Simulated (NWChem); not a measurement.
System: CBr$_{2}$F$_{2}$; SMILES FC(F)(Br)Br

The following NWChem deck was run.

```
start job
memory heap 200 mb stack 900 mb global 1100 mb
geometry units angstroms noautoz
  F      0.000000    -1.071124    -1.438924
  C      0.000000     0.000000    -0.667598
  F      0.000000     1.071124    -1.438924
  Br     1.600080     0.000000     0.421989
  Br    -1.600080     0.000000     0.421989
end
basis spherical
  * library def2-tzvpd
end
dft
  xc xtpss03 ctpss03
  iterations 150
  semidirect filesize 400000000
  mulliken
end
task dft energy
```

Excerpt of the output:

```
             Northwest Computational Chemistry Package (NWChem) 7.3.0
             --------------------------------------------------------

 C2V symmetry detected

                             Geometry "geometry" -> ""
                             -------------------------

 Output coordinates in angstroms (scale by  1.889725989 to convert to a.u.)

  No.       Tag          Charge          X              Y              Z
 ---- ---------------- ---------- -------------- -------------- --------------
    1 F                    9.0000     0.00000000    -1.07112400    -1.43501985
    2 C                    6.0000     0.00000000     0.00000000    -0.66369385
    3 F                    9.0000     0.00000000     1.07112400    -1.43501985
    4 Br                  35.0000     1.60008000     0.00000000     0.42589315
    5 Br                  35.0000    -1.60008000     0.00000000     0.42589315

 Effective nuclear repulsion energy (a.u.)     629.6805680600

      Symmetry information
      --------------------

 Group name             C2v
 Group number             16
 Group order               4
 No. of unique centers     3

                                 NWChem DFT Module
                                 -----------------

 Summary of "ao basis" -> "ao basis" (spherical)
 ------------------------------------------------------------------------------
       Tag                 Description            Shells   Functions and Types
 ---------------- ------------------------------  ------  ---------------------
 F                         def2-tzvpd               14       40   6s4p3d1f
 C                         def2-tzvpd               13       37   6s3p3d1f
 Br                        def2-tzvpd               19       57   7s6p5d1f

      Symmetry analysis of basis
      --------------------------

        a1         82
        a2         36
        b1         59
        b2         54

            General Information
            -------------------
          SCF calculation type: DFT
          Wavefunction type:  closed shell.
          No. of atoms     :     5
          No. of electrons :    94
           Alpha electrons :    47
            Beta electrons :    47
          Charge           :     0
          Spin multiplicity:     1
          Use of symmetry is: on ; symmetry adaption is: on
          Maximum number of iterations: 150
          AO basis - number of functions:   231
                     number of shells:    79
          Convergence on energy requested:  1.00D-06
          Convergence on density requested:  1.00D-05
          Convergence on gradient requested:  5.00D-04

              XC Information
              --------------
                  TPSS metaGGA Exchange Functional  1.000
             TPSS03 metaGGA Correlation Functional  1.000

             Grid Information
             ----------------
          Grid used for XC integration:  medium
          Radial quadrature: Mura-Knowles
          Angular quadrature: Lebedev.
          Tag              B.-S. Rad. Rad. Pts. Rad. Cut. Ang. Pts.
          ---              ---------- --------- --------- ---------
          F                   0.50       49          12.0       434
          C                   0.70       49          12.0       434
          Br                  1.15      112          14.0       590
          Grid pruning is: on
          Number of quadrature shells:   210
          Spatial weights used:  Erf1

      Superposition of Atomic Density Guess
      -------------------------------------

 Sum of atomic energies:       -5381.30650402

      Non-variational initial energy
      ------------------------------

 Total energy =   -5382.523422
 1-e energy   =   -8750.750089
 2-e energy   =    2738.546099
 HOMO         =      -0.355976
 LUMO         =       0.003113

      Symmetry analysis of molecular orbitals - initial
      -------------------------------------------------

  Numbering of irreducible representations:

     1 a1          2 a2          3 b1          4 b2

  Orbital symmetries:

     1 b1          2 a1          3 a1          4 b1          5 a1
     6 b1          7 b2          8 b1          9 a1         10 a2
    11 a1         12 b2         13 a1         14 a1         15 b1
    16 a1         17 b1         18 a1         19 b2         20 b1
    21 a2         22 a1         23 b1         24 a1         25 b2
    26 a2         27 b1         28 a1         29 b2         30 a2
    31 b1         32 a1         33 b2         34 a1         35 b1
    36 a1         37 b2         38 a1         39 b1         40 a2
    41 b2         42 a1         43 b1         44 a1         45 b2
    46 a2         47 b1         48 a1         49 b1         50 a1
    51 a1         52 b2         53 b1         54 a2         55 a1
    56 b2         57 a1

------------------------------------------------------------
EAF file 0: "./job.aoints.0" size=510132224 bytes
------------------------------------------------------------
               write      read    awrite     aread      wait
               -----      ----    ------     -----      ----
     calls:      973         0         0         0         0
   data(b): 5.10e+08  0.00e+00  0.00e+00  0.00e+00
   time(s): 0.00e+00  0.00e+00  0.00e+00  0.00e+00  0.00e+00
rate(mb/s): 0.00e+00  0.00e+00
------------------------------------------------------------

     ---------------------------------------------
      Total Density - Mulliken Population Analysis
     ---------------------------------------------

    Atom       Charge   Shell Charges
 -----------   ------   -------------------------------------------------------
    1 F    9     9.35   0.77  1.20  0.61  1.00  0.31 -0.00  2.32  2.30  0.81  0.01  0.00  0.01  0.00  0.00
    2 C    6     4.51   0.85  1.13  0.43  0.59 -0.09 -0.01  0.64  0.79 -0.06  0.04  0.20 -0.03  0.02
    3 F    9     9.35   0.77  1.20  0.61  1.00  0.31 -0.00  2.32  2.30  0.81  0.01  0.00  0.01  0.00  0.00
    4 Br  35    35.40   2.00  2.00  1.16  0.77  1.00  1.03  0.08  6.00  5.94  1.29  2.85  1.22  0.02  8.98  1.03 -0.02  0.03  0.00  0.00
    5 Br  35    35.40   2.00  2.00  1.16  0.77  1.00  1.03  0.08  6.00  5.94  1.29  2.85  1.22  0.02  8.98  1.03 -0.02  0.03  0.00  0.00

   convergence    iter        energy       DeltaE   RMS-Dens  Diis-err
 ---------------- ----- ----------------- --------- --------- ---------
 d= 0,ls=0.0,diis     1  -5385.7776847377 -6.02D+03  8.62D-03  2.92D+00
 d= 0,ls=0.0,diis     2  -5384.8618144419  9.16D-01  6.24D-03  1.25D+01
 d= 0,ls=0.0,diis     3  -5386.0183072511 -1.16D+00  1.33D-03  8.05D-02
 d= 0,ls=0.0,diis     4  -5386.0201970668 -1.89D-03  6.68D-04  6.87D-02
 d= 0,ls=0.0,diis     5  -5386.0288817782 -8.68D-03  1.17D-04  7.53D-03
  Resetting Diis
 d= 0,ls=0.0,diis     6  -5386.0293560631 -4.74D-04  2.01D-05  4.57D-05
 d= 0,ls=0.0,diis     7  -5386.0293607215 -4.66D-06  8.59D-06  2.04D-06
 d= 0,ls=0.0,diis     8  -5386.0293606709  5.06D-08  4.50D-06  2.69D-06

         Total DFT energy =    -5386.029360670913
      One electron energy =    -8748.393408360624
           Coulomb energy =     2941.467967618326
    Exchange-Corr. energy =     -208.784487988571
 Nuclear repulsion energy =      629.680568059955

 Numeric. integr. density =       94.000000608588

                  Occupations of the irreducible representations
                  ----------------------------------------------

                     irrep           alpha         beta
                     --------     --------     --------
                     a1               18.0         18.0
                     a2                6.0          6.0
                     b1               14.0         14.0
                     b2                9.0          9.0

                       DFT Final Molecular Orbital Analysis
                       ------------------------------------

 Vector   45  Occ=2.000000D+00  E=-2.982649D-01  Symmetry=b2
              MO Center=  4.2D-16,  5.2D-16,  3.0D-01, r^2= 3.9D+00
   Bfn.  Coefficient  Atom+Function         Bfn.  Coefficient  Atom+Function
  ----- ------------  ---------------      ----- ------------  ---------------
   135      0.366319  4 Br py               192      0.366319  5 Br py
   129     -0.247088  4 Br py               186     -0.247088  5 Br py
   132      0.222680  4 Br py               189      0.222680  5 Br py
   138      0.190209  4 Br py               195      0.190209  5 Br py
     9      0.106652  1 F  pz                86     -0.106652  3 F  pz

 Vector   46  Occ=2.000000D+00  E=-2.830948D-01  Symmetry=a2
              MO Center=  1.2D-14,  1.8D-15,  3.6D-01, r^2= 4.1D+00
   Bfn.  Coefficient  Atom+Function         Bfn.  Coefficient  Atom+Function
  ----- ------------  ---------------      ----- ------------  ---------------
   135      0.387467  4 Br py               192     -0.387467  5 Br py
   129     -0.259817  4 Br py               186      0.259817  5 Br py
   132      0.235483  4 Br py               189     -0.235483  5 Br py
   138      0.209554  4 Br py               195     -0.209554  5 Br py
     7      0.080681  1 F  px                84     -0.080681  3 F  px

 Vector   47  Occ=2.000000D+00  E=-2.723775D-01  Symmetry=b1
              MO Center=  1.3D-14, -8.8D-16,  3.7D-01, r^2= 4.2D+00
   Bfn.  Coefficient  Atom+Function         Bfn.  Coefficient  Atom+Function
  ----- ------------  ---------------      ----- ------------  ---------------
   136      0.300266  4 Br pz               193     -0.300266  5 Br pz
   134     -0.260434  4 Br px               191     -0.260434  5 Br px
   130     -0.198676  4 Br pz               187      0.198676  5 Br pz
   133      0.179910  4 Br pz               190     -0.179910  5 Br pz
   128      0.178908  4 Br px               185      0.178908  5 Br px

[...]
```

Level: TPSS/def2-TZVPD. Coordinates come from a PBE0/def2-SVP optimisation.
